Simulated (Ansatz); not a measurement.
A nudged elastic band was laid between two geometries of Cl3F2Ta + H2 (8 atoms, charge 0, multiplicity 1).

Method: RKS PBE/def2-SVP in Ansatz.

```json
{
 "movable images": "5",
 "climbing image": "yes",
 "spring": "5.0 eV/Å²",
 "optimiser": "quadratic models (default)",
 "start path": "through a guess of the saddle point",
 "force threshold": "0.05 eV/Å",
 "iteration limit": "60",
 "end points": "relaxed"
}
```

Initial state:

```xyz
8
Properties=species:S:1:pos:R:3
Ta -0.242 -0.357 0.022
F 1.612 -0.296 0.285
Cl -0.454 -0.925 2.286
Cl 0.165 -0.125 -2.275
Cl -1.394 1.612 0.211
F -1.273 -1.867 -0.382
H 1.752 2.923 0.925
H 2.254 2.343 0.884
```

Final state:

```xyz
8
Properties=species:S:1:pos:R:3
Ta -0.256 0.359 0.156
F 2.064 -0.297 0.366
Cl -0.282 0.223 2.483
Cl 0.349 1.023 -1.995
Cl -2.379 1.207 0.008
F -0.182 -1.489 -0.164
H 0.966 1.629 0.555
H 2.139 0.652 0.546
```

Task: Which bonds break or form, and what moves?

Result: Bonds broken: H7–H8. Bonds formed: Ta1–H7, F2–H8. Cl3F2Ta + H2 becomes Cl3F2H2Ta.

Task: Give the energies along the band, and the barrier.

Result: The run converged. The highest image is number 5 of 0 to 6, 1.32 eV above the first end and 0.05 eV above the last; the last end lies 1.27 eV above the first. A vibrational analysis at the climbing image gives one clearly imaginary mode, 420i cm⁻¹: a first-order saddle point. The orbitals stay closed-shell, which can raise the energy where a bond breaks towards radicals; this wasn't checked here.

```csv
image,path coordinate (Å),energy (eV),H7–H8 (Å),Ta1–H7 (Å),F2–H8 (Å)
0,0.00,0.00,0.77,3.94,2.78
1,0.78,0.03,0.77,3.30,2.53
2,1.57,0.10,0.77,2.79,2.41
3,2.35,0.16,0.77,2.50,2.27
4,3.14,0.44,0.79,2.26,1.84
5,3.92,1.32,1.09,1.90,1.12
6,4.36,1.27,1.53,1.81,0.97
```

Task: What is the geometry of the highest image?

Result: 
```xyz
8
Properties=species:S:1:pos:R:3
Ta -0.155 0.313 0.167
F 1.945 -0.381 0.347
Cl -0.218 0.348 2.496
Cl 0.391 1.019 -1.985
Cl -2.265 1.217 0.016
F -0.345 -1.521 -0.133
H 1.201 1.588 0.539
H 1.865 0.724 0.508
```

Task: What are the harmonic wavenumbers there?

Result: 420i, 57, 120, 122, 143, 165, 177, 240, 353, 373, 393, 643, 664, 783, 1093, 1243, 1623, 1914 cm⁻¹.

Time of the run: 2.2 min on 4 threads of Arm Neoverse V1, with other jobs on the host, peak memory 0.2 GiB.
